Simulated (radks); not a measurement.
Task: Lu, 71 electrons, occupied as [Xe] 4f14 5d1 6s2. Calculated with a radial shooting solver on a logarithmic mesh with Libxc functionals: Dirac Kohn-Sham, LDA (Slater exchange, Perdew-Wang correlation), spin-unpolarised, spherical densities, point nucleus; open shells fill j = l - 1/2 first. Some entries of the table are withheld. Estimate them.

| orbital | occ. | eigenvalue (hartree) | <1/r> (bohr^-1) |
|---|---|---|---|
| 1s1/2 | 2 | -2319.230 | 82.18 |
| 2s1/2 | 2 | -394.5802 | 19.88 |
| 2p1/2 | 2 | -376.7147 | 19.85 |
| 2p3/2 | 4 | -335.6892 | 16.95 |
| 3s1/2 | 2 | -89.39158 | 7.286 |
| 3p1/2 | 2 | -81.47677 | 7.204 |
| 3p3/2 | 4 | -72.72893 | 6.458 |
| 3d3/2 | 4 | -59.25618 | 6.351 |
| 3d5/2 | 6 | -57.34475 | 6.172 |
| 4s1/2 | 2 | -17.76634 | 3.055 |
| 4p1/2 | 2 | (1) | 2.946 |
| 4p3/2 | 4 | (2) | 2.684 |
| 4d3/2 | 4 | (3) | 2.463 |
| 4d5/2 | 6 | (4) | 2.399 |
| 5s1/2 | 2 | -2.23834 | 1.144 |
| 5p1/2 | 2 | -1.34571 | (5) |
| 5p3/2 | 4 | -1.09080 | (6) |
| 4f5/2 | 6 | -0.38512 | 1.845 |
| 4f7/2 | 8 | -0.32905 | 1.812 |
| 6s1/2 | 2 | -0.17468 | 0.3486 |
| 5d3/2 | 1 | (7) | 0.4884 |
| 5d5/2 | 0 | (8) | 0.4618 |

Result: 
(1) 4p1/2 eigenvalue (hartree): -14.54533
(2) 4p3/2 eigenvalue (hartree): -12.54663
(3) 4d3/2 eigenvalue (hartree): -7.24340
(4) 4d5/2 eigenvalue (hartree): -6.87852
(5) 5p1/2 <1/r> (bohr^-1): 1.007
(6) 5p3/2 <1/r> (bohr^-1): 0.9128
(7) 5d3/2 eigenvalue (hartree): -0.07498
(8) 5d5/2 eigenvalue (hartree): -0.06320
